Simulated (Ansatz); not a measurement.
Spin states of C3MoO3 (SMILES [O+]#[C-]->[Mo](<-[C-]#[O+])<-[C-]#[O+]), each relaxed at B3LYP-D3(BJ)/def2-TZVP; lowest solutions found, singlets restricted, no spin–orbit coupling, no relativity up to Kr.
Multiplicity 3 (charge 0, multiplicity 3):
```xyz
7

Mo     0.363    -0.522     0.365
O      2.723     0.131    -1.667
C      1.893    -0.129    -0.918
O     -2.067    -1.104     2.358
C     -1.186    -0.907     1.652
O     -1.194     1.624    -1.276
C     -0.635     0.832    -0.663
```
Multiplicity 1 (charge 0, multiplicity 1):
```xyz
7

Mo     0.4017    -0.5655     0.3571
O      2.7521     0.0891    -1.6917
C      1.9356    -0.1810    -0.9330
O     -2.1605    -0.9349     2.2143
C     -1.2155    -0.8378     1.5719
O     -1.2132     1.5839    -1.1119
C     -0.6023     0.7708    -0.5560
```

The values were computed with Ansatz (a program for electronic structure) with Gaussian orbitals. Values without a source in brackets are computed. In def2 rows elements past Kr take small-core potentials, without spin–orbit coupling.

The energy of multiplicity 1 less that of multiplicity 3 (kcal/mol) and the share of exact exchange:

```csv
functional,exact exchange (%),value
PBE/def2-TZVPP,0,1.44
PBE0/def2-TZVPP,25,2.50
BLYP/def2-TZVPP,0,1.00
B3LYP/def2-TZVPP,20,1.25
BHLYP/def2-TZVPP,50,2.57
r2SCAN/def2-TZVPP,0,4.15
r2SCANh/def2-TZVPP,10,4.49
```

Q: Take the value as linear in the share of exact exchange along PBE and PBE0. Give the slope, say whether the sign turns, and set the other functionals against that line.

A: 
Slope: (2.50 − (1.44))/2.5 = 0.42 kcal/mol for each 10 %. The line keeps its sign from 0 to 100 %. At 50 % it gives 3.6 kcal/mol. The LYP pair gives (2.57 − (1.00))/5 = 0.31 for each 10 %. BHLYP, at 50 %, lies -1.0 from the PBE line. B3LYP, at 20 %, lies -1.0 from the PBE line. r2SCAN, with none, stands 2.7 from PBE. The r2SCAN pair gives 0.34 for 10 %.
